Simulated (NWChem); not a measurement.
System: BeI₂; SMILES [I][Be][I]

NWChem input:

```
start job
memory heap 200 mb stack 900 mb global 1100 mb
geometry units angstroms noautosym noautoz
  Be    -0.000113     0.000113    -0.000084
  I      1.607604     0.371624    -1.456244
  I     -1.607604    -0.371624     1.456244
end
basis spherical
  * library def2-svp
end
ecp
  I library def2-ecp
end
dft
  xc pbe0
  iterations 150
end
driver
  maxiter 120
end
task dft optimize
dft
  grid fine
  convergence energy 1d-8 density 1d-7
end
task dft freq numerical
```

Excerpt of the output:

```
             Northwest Computational Chemistry Package (NWChem) 7.3.0
             --------------------------------------------------------

                             Geometry "geometry" -> ""
                             -------------------------

 Output coordinates in angstroms (scale by  1.889725989 to convert to a.u.)

  No.       Tag          Charge          X              Y              Z
 ---- ---------------- ---------- -------------- -------------- --------------
    1 Be                   4.0000    -0.00010889     0.00010889    -0.00008095
    2 I                   53.0000     1.60760811     0.37161989    -1.45624095
    3 I                   53.0000    -1.60759989    -0.37162811     1.45624705

 Effective nuclear repulsion energy (a.u.)     439.6757822228

                           NWChem Geometry Optimization
                           ----------------------------

 maximum gradient threshold         (gmax) =   0.000450
 rms gradient threshold             (grms) =   0.000300
 maximum cartesian step threshold   (xmax) =   0.001800
 rms cartesian step threshold       (xrms) =   0.001200
 fixed trust radius                (trust) =   0.300000
 source of zmatrix                         =

          -------------------
          Energy Minimization
          -------------------

 Using diagonal initial Hessian

          --------
          Step   0

                                 NWChem DFT Module
                                 -----------------

 Summary of "ao basis" -> "ao basis" (spherical)
 ------------------------------------------------------------------------------
       Tag                 Description            Shells   Functions and Types
 ---------------- ------------------------------  ------  ---------------------
 Be                         def2-svp                 5        9   3s2p
 I                          def2-svp                10       26   4s4p2d

[...]

      ----------------------
      Optimization converged
      ----------------------

  Step       Energy      Delta E   Gmax     Grms     Xrms     Xmax
  ---- ---------------- -------- -------- -------- -------- --------
@    3    -610.24594706 -7.5D-09  0.00000  0.00000  0.00011  0.00017
                                     ok       ok       ok       ok

                         Geometry "geometry" -> "geometry"
                         ---------------------------------

 Output coordinates in angstroms (scale by  1.889725989 to convert to a.u.)

  No.       Tag          Charge          X              Y              Z
 ---- ---------------- ---------- -------------- -------------- --------------
    1 Be                   4.0000    -0.00004725     0.00004924    -0.00003780
    2 I                   53.0000     1.58383476     0.36616124    -1.43475541
    3 I                   53.0000    -1.58388819    -0.36610981     1.43471837

 Effective nuclear repulsion energy (a.u.)     446.2666452185

 ==============================================================================
                                internuclear distances
 ------------------------------------------------------------------------------
       center one      |      center two      | atomic units |  angstroms
 ------------------------------------------------------------------------------
    2 I                |   1 Be               |     4.09732  |     2.16821
    3 I                |   1 Be               |     4.09733  |     2.16821
 ------------------------------------------------------------------------------
                         number of included internuclear distances:          2
 ==============================================================================

[...]

 Rotational Constants
 --------------------
 A= ********** cm-1  (********** K)
 B=   0.014129 cm-1  (  0.020328 K)
 C=   0.014129 cm-1  (  0.020328 K)

 Temperature                      =   298.15K
 frequency scaling parameter      =   1.0000

 Zero-Point correction to Energy  =    2.022 kcal/mol  (  0.003222 au)
 Thermal correction to Energy     =    4.972 kcal/mol  (  0.007924 au)
 Thermal correction to Enthalpy   =    5.565 kcal/mol  (  0.008868 au)

 Total Entropy                    =   57.479 cal/mol-K
   - Translational                =   42.579 cal/mol-K (mol. weight = 262.8130)
   - Rotational                   =    7.525 cal/mol-K (symmetry #  =        1)
   - Vibrational                  =    7.375 cal/mol-K

 Cv (constant volume heat capacity) =   12.088 cal/mol-K
   - Translational                  =    2.979 cal/mol-K
   - Rotational                     =    2.979 cal/mol-K
   - Vibrational                    =    6.129 cal/mol-K

[normal modes left out]

 ----------------------------------------------------------------------------
 Normal Eigenvalue ||           Projected Infra Red Intensities
  Mode   [cm**-1]  || [atomic units] [(debye/angs)**2] [(KM/mol)] [arbitrary]
 ------ ---------- || -------------- ----------------- ---------- -----------
    1       -0.000 ||    0.000000           0.000         0.000       0.000
    2       -0.000 ||    0.000000           0.000         0.000       0.000
    3       -0.000 ||    0.000000           0.000         0.000       0.000
    4       -0.000 ||    0.000000           0.000         0.000       0.000
    5        0.000 ||    0.000000           0.000         0.000       0.000
    6      167.504 ||    0.000000           0.000         0.000       0.000
    7      174.423 ||    0.009232           0.213         9.000       1.910
    8      174.451 ||    0.009232           0.213         8.999       1.910
    9      898.586 ||    0.416542           9.610       406.066      86.180
 ----------------------------------------------------------------------------
```

Level: PBE0/def2-SVP with def2 effective core potentials on I. def2 effective core potentials on I; no spin-orbit coupling. The printed entropy takes a lower symmetry number than the molecule has.
